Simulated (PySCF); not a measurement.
An unknown shows these calculated signals:

1H NMR (300 MHz, computed): δ 5.28 (m, 1H), 4.38 (m, 1H), 3.53 (s, 3H), 3.04 (m, 1H), 1.09 (m, 1H), 0.50 (m, 1H), 0.22 (m, 1H).

13C{1H} NMR (computed): δ 61.5 (CH), 60.9 (CH3), 11.6 (CH2), 9.6 (CH).

Non-relativistic, equivalent nuclei averaged, single conformer, gas phase. GIAO PBE0/pcSseg-1 shieldings; geometry from GFN2-xTB; PySCF 2.14.

Chemical shifts δ = σref − σ; 1H (31.72 ppm), 13C (186.93 ppm) against TMS, all at this level.

Q: Which of these does the molecule contain: an amide, a methoxy group, a three-membered ring, a Si–H bond, an aldehyde, a vinyl group CH=CH2?

A: 
- An amide: no.
- A methoxy group: yes (δC 60.9; δH 3.53 (s)).
- A three-membered ring: yes.
- A Si–H bond: yes (δH 5.28 (m), 4.38 (m)).
- An aldehyde: no.
- A vinyl group CH=CH2: no.

The data belong to SMILES C1[C@@H](OC)[C@@H]1[SiH2]Cl, C4H9ClOSi; they needn't prove each group on their own.

Carbon signals by region: 2 at 50–100 ppm, 2 below 50 ppm.

Shifts are as computed. Against solution values, carbons near 30 ppm lie about +3 ppm off and those near 130 ppm about +5 ppm. Of 1211 compounds with measured shifts, 218 miss one by over three times the rms of a fit or turn the order of signals round; such compounds aren't used in these exercises. Multiplicities follow the n + 1 count of equivalent neighbours, as no J values were calculated; m marks all less simple cases, F and P coupling included.
